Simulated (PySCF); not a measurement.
SMILES Bc1ccc(F)cc1 (C6H6BF), GFN2-xTB optimised geometry.

```
14

B     -1.43    -1.91     0.00
C     -0.62    -0.59     0.00
C     -1.26     0.66     0.00
C     -0.55     1.84     0.00
C      0.83     1.79     0.00
F      1.54     2.94     0.00
C      1.52     0.58     0.00
C      0.78    -0.59     0.00
H     -0.87    -2.94     0.00
H     -2.59    -1.88     0.00
H     -2.34     0.69     0.00
H     -1.04     2.80     0.00
H      2.59     0.58     0.00
H      1.31    -1.54     0.00
```

Density from CAM-B3LYP/def2-TZVP (PySCF 2.14.0) at that geometry.

Minimum of the electron density along straight lines between bonded atoms, close to the bond critical point (lines longer than 1.1 times the sum of covalent radii, or with two minima, are not listed):

```
bond    length / Å  ρ at the minimum / e bohr⁻³  ∇²ρ there / e bohr⁻⁵  position (fraction from the first atom)
------  ----------  ---------------------------  --------------------  ---------------------------------------
B1–C2        1.545                        0.194                 -0.22                                     0.33
C2–C3        1.403                        0.314                 -0.93                                     0.48
C3–C4        1.381                        0.326                 -0.98                                     0.50
C4–C5        1.384                        0.329                 -1.01                                     0.47
C5–F6        1.348                        0.264                 -0.13                                     0.33
C5–C7        1.384                        0.329                 -1.01                                     0.53
C2–C8        1.403                        0.314                 -0.93                                     0.48
C7–C8        1.381                        0.326                 -0.98                                     0.50
B1–H9        1.169                        0.194                 -0.38                                     0.44
B1–H10       1.168                        0.194                 -0.38                                     0.44
C3–H11       1.080                        0.291                 -1.06                                     0.65
C4–H12       1.079                        0.288                 -1.04                                     0.65
C7–H13       1.079                        0.288                 -1.04                                     0.65
C8–H14       1.080                        0.291                 -1.06                                     0.65
```
